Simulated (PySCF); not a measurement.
F2GeH3NO. Atoms are numbered in the order given.

```xyz
8

N      1.7494     0.1594    -0.3832
Ge     0.0143     0.0103    -0.0156
O     -0.8466     1.3902    -0.6396
F     -0.4206    -0.1312     1.6545
F     -0.5527    -1.4744    -0.6764
H      2.2037     1.0211    -0.1002
H      2.3285    -0.6505    -0.1896
H     -1.7036     1.5122    -0.2146
```
Charge 0, spin multiplicity 1.

Geometry: PBE0-D3(BJ)/def2-SVP. The structure was generated by enumeration, and PubChem lists no compound with its InChIKey, so it may never have been made. Other conformers were not sampled.

Computed with PBE0-D3(BJ)/def2-SVP run with PySCF.

Frequencies are harmonic and unscaled.

Computed normal modes with their intensities:
```csv
mode,ν (cm⁻¹),IR (km/mol),moving atoms (share of kinetic energy)
1,110,14.9,"H 66 %, F 19 %, O 9 %"
2,173,21.5,"F 38 %, H 38 %, O 14 %, N 10 %"
3,219,34.6,"H 47 %, F 24 %, N 13 %, O 11 %"
4,252,27.5,"N 28 %, H 25 %, F 18 %, Ge 17 %, O 11 %"
5,263,19.8,"F 42 %, Ge 22 %, O 14 %, H 12 %, N 10 %"
6,269,49.5,"F 51 %, Ge 22 %, O 14 %"
7,295,74.4,"H 46 %, O 30 %, F 19 %"
8,418,215.5,"H 68 %, N 30 %"
9,706,22.6,"F 65 %, O 15 %, N 14 %"
10,744,88.3,"F 70 %, Ge 22 %"
11,776,82.0,"O 36 %, F 24 %, Ge 22 %, N 13 %"
12,795,99.6,"N 40 %, O 26 %, Ge 21 %, H 12 %"
13,876,22.7,"H 81 %, N 12 %"
14,920,115.3,H 88 %
15,1532,38.8,"H 90 %, N 10 %"
16,3608,47.9,H 96 %
17,3717,62.2,"H 91 %, N 9 %"
18,3901,119.2,H 94 %
```
